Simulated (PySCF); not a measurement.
## Calculated properties of `[SiH](SC)([SiH3])[SiH3]`

Compound: CH₁₀SSi₃.
SMILES with atom numbers: `[CH3:1][S:2][SiH:3]([SiH3:4])[SiH3:5]` (hydrogens: H6, H7, H8 on C1; H9 on Si3; H10, H11, H12 on Si4; H13, H14, H15 on Si5)

PBE0-D3(BJ)/def2-SVP geometry optimisation, gas phase (PySCF):

```yaml
Point_group: C1
Rotational_constants_A_B_C: 1.878, 1.345, 0.856 GHz
```

**CAM-B3LYP/def2-SVPD ground state and vertical TDDFT (core frozen in the response) (PySCF)**

```yaml
Dipole_moment: 1.35 D
HOMO_energy: -8.09 eV
LUMO_energy: 0.50 eV
HOMO–LUMO_gap: 8.59 eV
Lowest_singlet_excitation: 5.32 eV (233 nm, f = 0.015)
Static_isotropic_polarisability: 125.2 au
Electronic_spatial_extent_⟨r²⟩_about_the_centre_of_nuclear_charge: 1423 bohr²
```

Monoisotopic mass (most abundant isotopes): 137.9811 u.

The polarisability is 18.55 Å³ as a volume (1 au = 0.148185 Å³), or 1.69 au for each of the 74 electrons. In atomic units the dipole is 0.53 e·bohr (1 au = 2.5417 D). No computed singlet falls in the visible range (750 to 380 nm, 1.65 to 3.26 eV); S1 lies 2.06 eV above its blue end. With B = h/(8π²I), that is 505.379 GHz u Å² over I, the principal moments of inertia are 269.2, 375.8 and 590.6 u Å² (most abundant isotopes). A dipole of 1.35 D is allowed in C1, and pure rotational transitions are dipole-allowed. In wavenumbers S1 is 42900 cm⁻¹ (1 eV = 8065.54 cm⁻¹).

The values belong to the conformer `[CH3:1][S:2][SiH:3]([SiH3:4])[SiH3:5]`: C1–S2–Si3–Si4 180°.
